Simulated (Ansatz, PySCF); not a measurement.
Gas-phase reaction (SMILES): Cl[SiH2]Cl -> [SiH2]Cl + Cl atom; the Cl-Si bond at the site shown breaks (other sites are not compared here).

Structures are relaxed separately at B3LYP-D3(BJ)/def2-TZVP in Ansatz (a program for electronic structure). Valence correlation only, unless marked. Open shells are spin-unrestricted. No spin-orbit coupling. Non-relativistic. Basis-set limits of correlation are two-point, X^-3; Hartree-Fock from the larger set. [CCSD(T)-MP2]/basis is that difference in the basis named. Thermal terms are rigid-rotor harmonic-oscillator values from B3LYP-D3(BJ) frequencies (Ansatz or PySCF) at 298.15 K and 1 atm. 1 Eh = 627.5095 kcal/mol. Atoms have translation alone.

```csv
species,"E, RI-MP2/CBS(aug-cc-pV(T+d)Z,aug-cc-pV(Q+d)Z)+[CCSD(T)-MP2]/aug-cc-pV(T+d)Z (Ansatz) (Eh)","E, wB97M-V/def2-TZVPD (Ansatz) (Eh)",H - E (Eh)
Cl[SiH2]Cl,-1209.92560,-1211.16220,0.02561
[SiH2]Cl,-750.03698,-750.85430,0.02072
Cl atom,-459.70710,-460.12609,0.00236
```

### Question
Work out ΔE and ΔH at 298.15 K at the first level, then ΔH at the second.

### Answer

1. ΔE = [(-750.03698) + (-459.70710)] - [(-1209.92560)] = 0.18152 Eh = 113.9 kcal/mol at RI-MP2/CBS(aug-cc-pV(T+d)Z,aug-cc-pV(Q+d)Z)+[CCSD(T)-MP2]/aug-cc-pV(T+d)Z.
2. The terms H - E add up to -0.00253 Eh, so ΔH = (0.18152 + (-0.00253))×627.5095 = 112.3 kcal/mol.
3. At wB97M-V/def2-TZVPD the same steps give ΔE = 114.1 and ΔH = 112.5 kcal/mol, a shift of +0.2 from the first level.
4. These values are not checked against measurement here, since the tables used lack a sound gas-phase enthalpy of formation for at least one species.
